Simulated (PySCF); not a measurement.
C8H11NO.
InChI=1S/C8H11NO/c1-2-6-9(5-1)8-4-3-7-10-8/h3-4,7H,1-2,5-6H2

The closed-shell ground state was solved at several levels (PySCF, density fitting, gas phase, non-relativistic). The structure is a single PBE0-D3(BJ)/def2-SVP conformer in the gas phase; no vibrational or solvent corrections.

```csv
level,basis functions,total energy (Eh),HOMO (eV),LUMO (eV),gap (eV),dipole (D)
PBE0/pcSseg-1,225,-440.8555,-4.97,1.04,6.01,2.19
KT2/pcSseg-1,225,-448.8986,-3.99,0.11,4.10,2.21
```

(1) What might CAM-B3LYP/def2-SVPD (291 basis functions) give for the same quantities?

(2) Over all these levels, which gives the widest orbital gap and which the narrowest?

(3) How far do the dipole and the HOMO energy spread over the levels?

Answers

(1) Total energy -440.8966 Eh, HOMO -6.22 eV, LUMO 1.20 eV, gap 7.42 eV, dipole 2.16 D.

(2) CAM-B3LYP/def2-SVPD (range-separated hybrid) has the widest, 7.42 eV, and KT2/pcSseg-1 (GGA) the narrowest, 4.10 eV. Functional and basis both differ between the two, so the spread mixes both effects.

(3) The dipole runs from 2.16 to 2.21 D (mean 2.19 D) and the HOMO from -6.22 to -3.99 eV.
